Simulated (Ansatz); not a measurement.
Consider the isomerisation: `CC(F)(CF)C(F)F` → `FCCC(F)(F)CF`.

Computed with Ansatz on PBE0-D4/def2-TZVP structures; ΔE is electronic, products minus reactants. CCSD(T)/CBS adds triple-zeta CCSD(T) − MP2 to the extrapolated MP2 energy (def2 sets, frozen cores). Functionals use def2-TZVPP. One conformer a species, not always the lowest.

```tsv
level	ΔE (kJ/mol)
r2SCAN0-D4	10.3
r2SCAN	10.6
r2SCAN0	9.9
CCSD/def2-SVP	11.9
```

**Question.** What does CCSD(T)/CBS give? (Best estimate.)

**Answer.** Computed: +9.6 kJ/mol. The listed levels differ from it by 0.7, 1.0, 0.3, 2.3 kJ/mol.

Largest T1 diagnostic among the species: 0.011.

In def2-TZVPP, CCSD(T) changes the Hartree–Fock value by +6.5 kJ/mol (the triples alone add +1.1 kJ/mol) and MP2 by +7.6 kJ/mol. At CCSD(T), def2-SVP lies +3.2 kJ/mol from the extrapolated value and def2-TZVPP +1.2 kJ/mol.
